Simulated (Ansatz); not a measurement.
Consider the isomerisation: `CB(C)N=C=O` → `CB1COC=N1`.

Calculated with Ansatz (gas phase, PBE0-D4/def2-TZVP geometries, no zero-point term in ΔE). CBS: MP2 limit from def2 TZ/QZ plus the TZ coupled-cluster correction, frozen cores. Functionals use def2-TZVPP. Each species was taken in one conformer, which may not be the lowest.

`CB(C)N=C=O`:

Cartesian coordinates in Å:
```
C -1.238 -0.365 -1.064
B -0.077 -0.002 -0.081
C 0.199 -0.815 1.229
N 0.756 1.116 -0.401
C 1.661 1.881 -0.250
O 2.520 2.663 -0.169
H -0.835 -1.077 -1.798
H -1.612 0.489 -1.632
H -2.069 -0.874 -0.572
H -0.461 -0.414 2.011
H -0.066 -1.870 1.127
H 1.221 -0.731 1.602
```

`CB1COC=N1`:

```xyz
12

C     1.244    1.369    0.241
B     0.314    0.154   -0.041
C    -1.135   -0.151    0.517
O    -1.469   -1.399   -0.136
C    -0.413   -1.702   -0.887
N     0.621   -0.950   -0.930
H     0.951    1.978    1.099
H     1.242    2.021   -0.641
H     2.282    1.046    0.367
H    -1.193   -0.313    1.597
H    -1.904    0.581    0.252
H    -0.541   -2.634   -1.437
```

```csv
level,ΔE (kJ/mol)
r2SCAN-D4,122.9
PBE0-D4,109.1
ωB97M-V,107.9
PBE0,110.9
MP2/def2-TZVPP,123.0
CCSD(T)/def2-TZVPP,109.6
MP2/def2-QZVPP,121.3
CCSD/CBS(def2),107.0
```

Question: What does CCSD(T)/CBS give? (Estimate.)

Answer: Computed: +107.1 kJ/mol. The listed levels differ from it by 15.8, 2.0, 0.8, 3.8, 15.9, 2.5, 14.2, -0.1 kJ/mol.

Largest T1 diagnostic among the species: 0.015.

From PBE to PBE0 (25 % exact exchange), in def2-TZVPP and without D4, ΔE moves by −9.3 kJ/mol. The D4 term adds −3.9 kJ/mol with B3LYP and −1.8 kJ/mol with PBE0; it sums over pairs of atoms, weighted by their polarisabilities, and B3LYP, whose exchange is more repulsive, gets the larger term.

CCSD(T)/CBS has its own doubt, a few kJ/mol and more with outer-core shells, so smaller differences from it don't rank the levels.

B3LYP here is the variant with VWN-RPA as its local correlation; programs differ in this.
